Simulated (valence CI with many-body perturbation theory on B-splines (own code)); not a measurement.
## Ar11+: electric-dipole lines

Method: valence CI with perturbative core correlation (CI+MBPT): five valence electrons over a frozen Dirac-Fock core [He], radial functions for each j: 11 s, 11 p, 10 d, 8 f, 5 g, 2 h, with the one-electron correlation potential Σ1, the two-electron term Σ2, the three-electron term Σ3, Breit, model QED; selected CI, second order for the rest, scaled by the run's own slope (own B-spline code, finite nucleus).

No measured spectrum was set against this ion. As an estimate, levels of excited configurations hold to 0.05 to 0.15 % of their energy, terms of the ground configuration to about 0.5 %. Among the levels kept, up to 4900 cm⁻¹ of a level comes from second order outside the variational space, and about a tenth of that is noise between levels of different J, which matters for small intervals.

Lines 101 to 150 of 573 in falling wavelength, among levels below 34.118 Ry, chosen from the strongest by gf and those to the six lowest levels. Wavelengths and rates use the calculated energies, so an error of 400 cm⁻¹ moves a line at 69.23 nm by 0.28 % and its rate by three times that or more. Electric multipoles are in the length gauge, E1 and E2 with the static RPA response of the core. Weak lines are less certain than strong ones. Lines between different terms over intervals too small for the method are left out, as are lines whose strength nearly cancels. Where a level lies close to another of its J and parity, the split of strength between their lines is uncertain. The highest levels of a list are the least certain.

Names give the largest LS component (configuration and term), which can be under half, so a name can repeat, a term be missing and a line seem to break the LS rules; names also repeat where a configuration has a term twice. Letters in brackets count levels of one name in rising energy.

```tsv
λ vac (nm)	Upper	Lower	A (s⁻¹)	S (a.u.) with core polarisation	S without
69.23	2s 2p3 3p 2D_5/2 [c]	2s 2p3 3s 2D°_5/2 [b]	1.29e+09	1.27e+00	1.27e+00
69.12	2s2 2p2 3p 4P°_3/2	2s2 2p2 3s 4P_1/2	3.94e+08	2.57e-01	2.57e-01
69.07	2s 2p3 3p 2D_3/2 [a]	2s 2p3 3s 2D°_3/2 [a]	1.27e+09	8.24e-01	8.25e-01
69.06	2s 2p3 3p 2P_3/2 [e]	2s 2p3 3s 2P°_3/2 [b]	1.38e+09	8.98e-01	8.99e-01
69.00	2s 2p3 3p 2D_5/2 [a]	2s 2p3 3s 2D°_5/2 [a]	1.50e+09	1.46e+00	1.46e+00
68.99	2s 2p3 3d 4F°_5/2 [b]	2s 2p3 3p 4D_3/2 [b]	1.21e+09	1.17e+00	1.17e+00
68.80	2s 2p3 3d 6D°_1/2	2s 2p3 3p 6P_3/2	1.53e+09	4.91e-01	4.91e-01
68.79	2s 2p3 3d 6D°_3/2	2s 2p3 3p 6P_3/2	1.08e+09	6.96e-01	6.96e-01
68.77	2s 2p3 3d 6D°_5/2	2s 2p3 3p 6P_3/2	4.86e+08	4.68e-01	4.68e-01
68.71	2s 2p3 3d 4F°_3/2 [b]	2s 2p3 3p 4D_3/2 [b]	3.95e+08	2.53e-01	2.53e-01
68.61	2s 2p3 3d 4G°_5/2	2s 2p3 3p 2P_3/2 [a]	5.83e+08	5.58e-01	5.58e-01
68.47	2s2 2p2 3d 2F_7/2 [b]	2s2 2p2 3p 2D°_5/2 [b]	1.08e+09	1.37e+00	1.37e+00
68.42	2s 2p3 3d 4S°_3/2	2s 2p3 3p 4P_3/2 [b]	5.51e+08	3.48e-01	3.48e-01
68.39	2s 2p3 3d 4F°_3/2 [b]	2s 2p3 3p 4D_1/2 [b]	1.14e+09	7.22e-01	7.22e-01
68.10	2s 2p3 3p 2S_1/2 [b]	2s 2p3 3s 2P°_3/2 [b]	1.45e+09	4.53e-01	4.53e-01
67.73	2s 2p3 3d 2P°_1/2 [b]	2s 2p3 3p 2S_1/2 [a]	8.33e+08	2.55e-01	2.55e-01
67.39	2s2 2p2 3d 4F_9/2	2s2 2p2 3p 4D°_7/2	1.50e+09	2.27e+00	2.27e+00
67.39	2s2 2p2 3d 4P_5/2	2s2 2p2 3p 4S°_3/2	5.10e+08	4.62e-01	4.62e-01
66.62	2s 2p3 3d 2F°_7/2 [a]	2s 2p3 3p 2D_5/2 [a]	1.22e+09	1.42e+00	1.42e+00
66.59	2s2 2p2 3d 4F_7/2	2s2 2p2 3p 4D°_5/2	1.48e+09	1.72e+00	1.72e+00
66.16	2s 2p3 3d 2G°_7/2	2s 2p3 3p 2F_5/2 [a]	1.75e+09	2.01e+00	2.01e+00
66.12	2s 2p3 3d 2F°_5/2 [a]	2s 2p3 3p 2D_5/2 [a]	2.97e+08	2.54e-01	2.54e-01
66.05	2s 2p3 3d 2F°_5/2 [a]	2s 2p3 3p 2D_3/2 [a]	9.63e+08	8.22e-01	8.22e-01
66.04	2s2 2p2 3d 2F_5/2 [a]	2s2 2p2 3p 2D°_3/2 [a]	1.35e+09	1.15e+00	1.15e+00
65.96	2s2 2p2 3d 4F_3/2	2s2 2p2 3p 4D°_1/2	9.93e+08	5.63e-01	5.63e-01
65.90	2s2 2p2 3d 2F_7/2 [a]	2s2 2p2 3p 2D°_5/2 [a]	1.42e+09	1.60e+00	1.60e+00
65.87	2s 2p3 3d 2G°_9/2	2s 2p3 3p 2F_7/2 [a]	1.83e+09	2.59e+00	2.59e+00
65.82	2s2 2p2 3d 4F_5/2	2s2 2p2 3p 4D°_3/2	1.39e+09	1.18e+00	1.18e+00
65.54	2s2 2p2 3d 4P_3/2	2s2 2p2 3p 4S°_3/2	8.13e+08	4.52e-01	4.52e-01
65.52	2s 2p3 3p 4P_3/2 [c]	2s 2p3 3s 4P°_5/2	7.47e+08	4.15e-01	4.15e-01
65.51	2s2 2p2 3d 2G_9/2	2s2 2p2 3p 2F°_7/2	1.74e+09	2.42e+00	2.42e+00
65.47	2s 2p3 3p 4P_5/2 [c]	2s 2p3 3s 4P°_5/2	1.44e+09	1.20e+00	1.20e+00
65.42	2s2 2p2 3d 4D_1/2	2s2 2p2 3p 4P°_1/2	8.22e+08	2.27e-01	2.27e-01
65.38	2s2 2p2 3d 2D_5/2 [c]	2s2 2p2 3p 2P°_3/2 [c]	1.69e+09	1.40e+00	1.40e+00
65.36	2s2 2p2 3d 2F_5/2 [b]	2s2 2p2 3p 2D°_3/2 [b]	5.24e+08	4.33e-01	4.33e-01
65.33	2s2 2p2 3p 4S°_3/2	2s2 2p2 3s 4P_5/2	1.18e+09	6.50e-01	6.50e-01
65.26	2s 2p3 3p 4P_1/2 [c]	2s 2p3 3s 4P°_3/2	1.73e+09	4.75e-01	4.75e-01
65.16	2s 2p3 3d 4P°_1/2 [b]	2s 2p3 3p 4S_3/2	9.29e+08	2.54e-01	2.54e-01
65.11	2s2 2p2 3d 4D_7/2	2s2 2p2 3p 4P°_5/2	1.19e+09	1.30e+00	1.30e+00
65.06	2s 2p3 3d 2P°_3/2 [b]	2s 2p3 3p 2S_1/2 [a]	1.01e+09	5.50e-01	5.51e-01
64.81	2s 2p3 3p 4P_5/2 [c]	2s 2p3 3s 4P°_3/2	6.31e+08	5.09e-01	5.09e-01
64.72	2s2 2p2 3d 2G_7/2	2s2 2p2 3p 2F°_5/2	1.77e+09	1.89e+00	1.89e+00
64.66	2s2 2p2 3d 4P_1/2	2s2 2p2 3p 4S°_3/2	1.01e+09	2.70e-01	2.70e-01
64.62	2s2 2p2 3p 2D°_3/2 [b]	2s2 2p2 3s 2D_3/2	9.86e+08	5.25e-01	5.25e-01
64.61	2s 2p3 3p 4P_3/2 [c]	2s 2p3 3s 4P°_1/2	6.49e+08	3.45e-01	3.46e-01
64.52	2s 2p3 3d 2D°_5/2 [b]	2s 2p3 3p 2D_5/2 [b]	5.71e+08	4.54e-01	4.54e-01
64.38	2s2 2p2 3d 4D_5/2	2s2 2p2 3p 4P°_3/2	1.11e+09	8.81e-01	8.81e-01
64.33	2s 2p3 3d 4P°_3/2 [b]	2s 2p3 3p 4S_3/2	9.84e+08	5.17e-01	5.17e-01
64.29	2s2 2p2 3p 2D°_3/2 [b]	2s2 2p2 3s 2D_5/2	5.45e+08	2.86e-01	2.86e-01
63.99	2s 2p3 3d 2F°_5/2 [b]	2s 2p3 3p 2D_3/2 [b]	1.78e+09	1.38e+00	1.38e+00
```
